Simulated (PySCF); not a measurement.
CH₆Cl₂Si₂. Atoms are numbered in the order given.

```xyz
11

Si    -1.7089    -1.5566     0.4517
C     -0.3516    -1.2816    -0.8365
Si     0.7225     0.2137    -0.6169
Cl    -0.4474     1.9125    -0.6626
Cl     1.6762     0.1125     1.2098
H     -2.4749    -2.7898     0.0981
H     -2.6419    -0.3929     0.4706
H     -1.1052    -1.7300     1.8047
H     -0.8217    -1.2116    -1.8333
H      0.3067    -2.1681    -0.8487
H      1.7660     0.3573    -1.6624
```

Geometry optimised at PBE0-D3(BJ)/def2-SVP. The geometry has at least one imaginary mode, so it is a saddle point at that level. Other conformers were not sampled.

The numbers are results of PySCF with PBE/def2-TZVP, not measurements.

Gas-phase values at a fixed geometry.

Computed frontier levels, gap, dipole moment and polarisability:
```yaml
highest_occupied_level: -7.51 eV
lowest_empty_level: -0.64 eV
orbital_gap: 6.87 eV
dipole_moment: 2.00 D
quadrupole, principal values (traceless, Buckingham form, about the centre of nuclear charge): -1.98, -1.64, 3.61 D·Å
mean_static_polarisability: 88.1 bohr³ (13.06 Å³)
polarisability_principal_values: 79.9, 88.6, 96.0 bohr³
```
